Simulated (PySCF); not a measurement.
C₅H₁₀. Atoms are numbered in the order given.

```xyz
15

C     -0.9275    -1.4646     0.5735
C     -0.5059    -0.2424     0.2284
C     -1.3876     0.7205    -0.5110
C      0.8830     0.2355     0.5655
C      1.7571     0.5179    -0.6536
H     -1.9360    -1.8116     0.3304
H     -0.2775    -2.1589     1.1139
H     -1.4757     1.6731     0.0386
H     -0.9712     0.9681    -1.5014
H     -2.3974     0.3144    -0.6617
H      0.8032     1.1570     1.1714
H      1.3749    -0.5140     1.2053
H      2.7674     0.8303    -0.3490
H      1.8560    -0.3806    -1.2825
H      1.3421     1.3210    -1.2817
```

Coordinates come from a PBE0-D3(BJ)/def2-SVP optimisation. One conformer was computed; it need not be the lowest.

All values below come from PBE0/pcSseg-1 (PySCF).

GIAO shieldings, no solvent; atoms listed in one row are averaged. δ = σ(ref) − σ: ¹³C against TMS (σ = 186.3 ppm); ¹H against TMS (σ = 31.56 ppm), references at their B3LYP-D3(BJ)/def2-TZVP geometries, non-relativistic.

```tsv
nucleus	atoms	count	δ (ppm)
¹³C	C2	1	158.1
¹³C	C1	1	120.3
¹³C	C4	1	37.6
¹³C	C3	1	24.8
¹³C	C5	1	17.4
¹H	H6, H7	2	5.32
¹H	H12	1	2.35
¹H	H11	1	2.21
¹H	H8, H9, H10	3	2.05
¹H	H13, H14, H15	3	1.31
```
